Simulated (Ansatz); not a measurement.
Molecule: trichloro(methoxy)silane, CH₃Cl₃OSi, net charge 0, singlet state. 
Geometry from a B3LYP-D3(BJ)/def2-TZVP (Ansatz, a quantum-chemistry and plane-wave program) optimisation:
```xyz
9

Si     0.0601    -0.0004    -0.1201
Cl     0.4112    -1.6088     1.0926
Cl     0.2676     1.6913     1.0094
Cl     1.3946     0.0191    -1.6469
O     -1.4129    -0.0808    -0.7666
C     -2.6470    -0.1164    -0.0485
H     -3.4465    -0.1697    -0.7840
H     -2.6895    -0.9946     0.5982
H     -2.7670     0.7862     0.5533
```
Charge 0, spin multiplicity 1.

Total electronic energies in hartree. Correlated levels leave the core frozen unless marked. Spin-orbit coupling is left out. Non-relativistic. Basis-set limits of correlation are two-point, X^-3; Hartree-Fock from the larger set. The bracket is a focal-point correction in the basis named.

```json
[
 {"level": "PBE/def2-TZVPD", "program": "Ansatz", "energy (Eh)": "-1784.68507"},
 {"level": "PBE-D4/def2-TZVPD", "program": "Ansatz + dftd4", "energy (Eh)": "-1784.69713"},
 {"level": "revPBE-D3(BJ)/def2-TZVPD", "program": "Ansatz + dftd3", "energy (Eh)": "-1785.19827"},
 {"level": "r2SCAN-D3(BJ)/def2-TZVPD", "program": "Ansatz + dftd3", "energy (Eh)": "-1785.36356"},
 {"level": "r2SCAN-D4/def2-TZVPD", "program": "Ansatz + dftd4", "energy (Eh)": "-1785.36328"},
 {"level": "PBE0/def2-SVP", "program": "Ansatz", "energy (Eh)": "-1784.10604"},
 {"level": "PBE0-D4/def2-TZVPD", "program": "Ansatz + dftd4", "energy (Eh)": "-1784.84107"},
 {"level": "BHLYP-D4/def2-TZVPD", "program": "Ansatz + dftd4", "energy (Eh)": "-1785.48991"},
 {"level": "r2SCANh/def2-TZVPD", "program": "Ansatz", "energy (Eh)": "-1785.34867"},
 {"level": "wB97X/def2-TZVPD", "program": "Ansatz", "energy (Eh)": "-1785.49485"},
 {"level": "B2GP-PLYP-D4/def2-TZVPD", "program": "Ansatz + dftd4", "energy (Eh)": "-1784.74636"},
 {"level": "B2PLYP/def2-TZVPD", "program": "Ansatz", "energy (Eh)": "-1784.93960"},
 {"level": "MP2/aug-cc-pV(D+d)Z", "program": "Ansatz", "energy (Eh)": "-1783.04281"},
 {"level": "RI-MP2/cc-pV(Q+d)Z", "program": "Ansatz", "energy (Eh)": "-1783.45168"},
 {"level": "RI-MP2/CBS(cc-pV(T+d)Z,cc-pV(Q+d)Z)", "program": "Ansatz", "energy (Eh)": "-1783.5239"},
 {"level": "SCS-MP2/STO-3G", "program": "Ansatz", "energy (Eh)": "-1762.66727"},
 {"level": "SCS-MP2/6-31G", "program": "Ansatz", "energy (Eh)": "-1782.19336"},
 {"level": "CCSD/aug-cc-pV(T+d)Z", "program": "Ansatz", "energy (Eh)": "-1783.41514"},
 {"level": "CCSD/cc-pwCVTZ", "program": "Ansatz", "energy (Eh)": "-1783.40744"},
 {"level": "CCSD/cc-pV(Q+d)Z", "program": "Ansatz", "energy (Eh)": "-1783.50295"},
 {"level": "CCSD(T)/6-31G*", "program": "Ansatz", "energy (Eh)": "-1782.88026"},
 {"level": "RI-MP2/CBS(aug-cc-pV(T+d)Z,aug-cc-pV(Q+d)Z)+[CCSD(T)-MP2]/aug-cc-pV(T+d)Z", "program": "Ansatz", "energy (Eh)": "-1783.6354"},
 {"level": "CCSD(T)/CBS(aug-cc-pV(T+d)Z,aug-cc-pV(Q+d)Z)", "program": "Ansatz", "energy (Eh)": "-1783.6307"}
]
```

Totals of different functionals don't rank their quality; only differences between species are comparable.
